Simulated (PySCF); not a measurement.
1-silylprop-2-en-1-one (C3H6OSi), SMILES C(C=C)(=O)[SiH3].

Geometry: ωB97X-D3(BJ)/def2-SVP. The values are those of a single conformer.

All values below come from ωB97X-D3(BJ)/def2-SVP in PySCF.

Frequencies are harmonic and unscaled.

Computed normal modes with their intensities:
| mode | ν (cm⁻¹) | IR (km/mol) | Raman (Å⁴/amu) | depolarisation | moving atoms (share of kinetic energy) |
|---|---|---|---|---|---|
| 1 | 52 | 0.2 | 0.4 | 0.75 | H 86 % |
| 2 | 92 | 0.2 | 7.9 | 0.75 | C 53 %, H 42 % |
| 3 | 190 | 0.8 | 1.2 | 0.68 | C 39 %, H 27 %, O 20 %, Si 14 % |
| 4 | 325 | 13.7 | 1.6 | 0.38 | O 45 %, C 34 %, H 21 % |
| 5 | 406 | 7.6 | 3.1 | 0.75 | H 54 %, C 33 %, O 13 % |
| 6 | 413 | 12.5 | 11.4 | 0.28 | Si 51 %, C 23 %, O 14 %, H 12 % |
| 7 | 579 | 36.8 | 4.2 | 0.75 | H 82 %, C 13 % |
| 8 | 635 | 47.8 | 11.9 | 0.65 | H 76 %, Si 13 % |
| 9 | 734 | 7.9 | 9.2 | 0.19 | C 44 %, H 33 %, O 20 % |
| 10 | 781 | 2.5 | 7.8 | 0.75 | C 58 %, H 36 % |
| 11 | 921 | 307.7 | 10.8 | 0.73 | H 89 % |
| 12 | 954 | 52.4 | 21.4 | 0.75 | H 96 % |
| 13 | 961 | 51.1 | 23.0 | 0.75 | H 97 % |
| 14 | 1031 | 40.3 | 0.9 | 0.75 | H 82 %, C 18 % |
| 15 | 1036 | 1.6 | 2.6 | 0.75 | H 81 %, C 19 % |
| 16 | 1069 | 19.3 | 3.5 | 0.61 | H 51 %, C 43 % |
| 17 | 1085 | 24.7 | 5.0 | 0.50 | C 65 %, H 29 % |
| 18 | 1315 | 3.0 | 21.9 | 0.38 | H 73 %, C 27 % |
| 19 | 1416 | 55.6 | 10.9 | 0.42 | H 80 %, C 20 % |
| 20 | 1716 | 71.8 | 60.5 | 0.21 | C 85 %, H 11 % |
| 21 | 1801 | 80.2 | 18.8 | 0.54 | C 62 %, O 35 % |
| 22 | 2251 | 98.8 | 132.5 | 0.14 | H 97 % |
| 23 | 2275 | 71.0 | 171.5 | 0.12 | H 97 % |
| 24 | 2280 | 103.0 | 94.3 | 0.75 | H 96 % |
| 25 | 3172 | 4.7 | 75.8 | 0.14 | H 95 % |
| 26 | 3207 | 4.8 | 75.5 | 0.25 | H 91 %, C 9 % |
| 27 | 3283 | 0.3 | 71.2 | 0.65 | H 89 %, C 11 % |
